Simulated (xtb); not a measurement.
ClGe, SMILES [Cl][Ge] (connectivity only; charge and spin as stated), charge +1, multiplicity 1. All values are semi-empirical tight-binding results from xtb (GFN2-xTB unless named), good for trends rather than for accurate numbers. Geometry: GFN2-xTB. The spin state was assumed, not searched.

For metal compounds this method's bond lengths and energies can be far off.

Computed properties:
The point group as xtb finds it is C∞v and the orbital gap is 4.22 eV.
